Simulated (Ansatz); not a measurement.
Gas-phase reaction R1 → P1 + P2, each structure at its B3LYP-D3(BJ)/def2-TZVP stationary point, reached from a drawn start (curvature not checked).
R1: Cl2OTi (SMILES [O]=[Ti]([Cl])[Cl]), charge 0, multiplicity 1.
P1, ClOTi (SMILES [O]=[Ti][Cl]) (charge 0, multiplicity 2):
```xyz
3

Ti     0.197     0.004    -0.557
O      1.672    -0.006     0.112
Cl    -1.869     0.002     0.445
```
P2: Cl atom, charge 0, multiplicity 2.

| level | reaction energy (kcal/mol) | cost |
|---|---|---|
| r2SCAN/def2-TZVPP | 110.01 | ×2 |
| B97M-V/def2-TZVPP | 108.99 | ×4 |
| B3LYP/def2-TZVPP | 100.85 | ×0.8 |
| BHLYP/def2-TZVPP | 89.13 | ×1 |
| CAM-B3LYP/def2-TZVPP | 98.60 | ×0.9 |
| wB97M-V/def2-TZVPP | 102.35 | ×3 |
| MP2/def2-SVP | 113.25 | - |
| MP2/CBS(def2-TZVPP, def2-QZVPP) | 119.58 | - |
| SCS-MP2/def2-SVP | 108.12 | - |
| SCS-MP2/def2-QZVPP | 113.61 | - |
| CCSD/def2-SVP | 91.49 | - |
| CCSD/def2-TZVPP | 95.71 | - |
| CCSD(T)/def2-TZVPP | 104.46 | ×5 |
| CCSD(T)/CBS(def2-TZVPP, def2-QZVPP) | 106.47 | ×30* |

P less R. No zero-point or thermal terms; singlets are restricted closed shells; open shells are unrestricted; no spin–orbit coupling. The spin states of the d-block species are the ones drawn and need not be the lowest.

Cores are frozen in the correlated methods. CBS(a, b) extrapolates the correlation energy as X⁻³ and adds the Hartree–Fock energy of set b.

Run with Ansatz (Gaussian basis) for Hartree–Fock, density functionals and correlated methods. Each number belongs to the level named beside it.

Costs are rough ratios of core time to PBE/def2-TZVPP (about 27 s over the structures, on one shared machine); a dash marks a level with no comparable run of its own. A star marks coupled-cluster runs past 200 virtual orbitals, where the program's memory plan changes under this machine's limit, so their costs aren't comparable with smaller runs.

Ansatz is a first-principles code.
